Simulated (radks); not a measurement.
Q: All-electron atom: the tin ion Sn+ in [Kr] 4d10 5s2 5p1. Calculated with a radial shooting solver on a logarithmic mesh with Libxc functionals: Dirac Kohn-Sham, PBEsol, spin-unpolarised, spherical densities, point nucleus; open shells fill j = l - 1/2 first. Some entries of the table are withheld. Estimate them.

orbital,occ.,eigenvalue (Ry),<r> (bohr),r(max) (bohr)
1s1/2,2,-2130.564,0.02906,0.01878
2s1/2,2,(1),0.1252,0.1063
2p1/2,2,-300.9016,0.1058,0.08181
2p3/2,4,-283.9636,0.1112,0.08633
3s1/2,2,-62.59798,0.3393,0.3079
3p1/2,2,-54.00621,0.3300,0.2942
3p3/2,4,-50.91346,0.3413,0.3045
3d3/2,4,-35.71642,0.3126,0.2493
3d5/2,6,-35.07777,0.3162,0.2522
4s1/2,2,-10.39904,0.8186,0.7456
4p1/2,2,(2),0.8656,0.7716
4p3/2,4,(3),0.8956,0.7964
4d3/2,4,(4),1.089,0.8816
4d5/2,6,(5),1.104,0.8913
5s1/2,2,-1.30597,2.304,1.984
5p1/2,1,(6),2.819,2.362
5p3/2,0,(7),2.926,2.454

A: 
(1) 2s1/2 eigenvalue (Ry): -322.0519
(2) 4p1/2 eigenvalue (Ry): -7.54139
(3) 4p3/2 eigenvalue (Ry): -6.98303
(4) 4d3/2 eigenvalue (Ry): -2.51571
(5) 4d5/2 eigenvalue (Ry): -2.43887
(6) 5p1/2 eigenvalue (Ry): -0.77860
(7) 5p3/2 eigenvalue (Ry): -0.73605
